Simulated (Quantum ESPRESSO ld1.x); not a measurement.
Results of a calculation; reference values are marked as such.
Task: All-electron atom: Zr in [Kr] 4d2 5s2. Level of theory: Dirac Kohn-Sham, LDA (Slater exchange, VWN5 correlation), spin-unpolarised, spherical densities, point nucleus; open shells fill j = l - 1/2 first (ld1.x of Quantum ESPRESSO 7.5). Some entries of the table are withheld. Estimate them.

orbital  occ.  eigenvalue (hartree)  r(max) (bohr)
1s1/2       2             -653.8124          0.024
2s1/2       2              -90.5934          0.137
2p1/2       2                   (1)          0.107
2p3/2       4                   (2)          0.111
3s1/2       2              -14.8220          0.408
3p1/2       2                   (3)            (4)
3p3/2       4                   (5)            (6)
3d3/2       4               -6.4768          0.345
3d5/2       6               -6.3849          0.347
4s1/2       2               -2.0003           1.07
4p1/2       2               -1.2372           1.16
4p3/2       4               -1.1709           1.18
5s1/2       2               -0.1681            (7)
4d3/2       2               -0.1389            (8)
4d5/2       0               -0.1341            (9)

Result: 
(1) 2p1/2 eigenvalue (hartree): -82.9916
(2) 2p3/2 eigenvalue (hartree): -79.8420
(3) 3p1/2 eigenvalue (hartree): -11.9908
(4) 3p1/2 r(max) (bohr): 0.395
(5) 3p3/2 eigenvalue (hartree): -11.4886
(6) 3p3/2 r(max) (bohr): 0.405
(7) 5s1/2 r(max) (bohr): 3.11
(8) 4d3/2 r(max) (bohr): 1.60
(9) 4d5/2 r(max) (bohr): 1.61
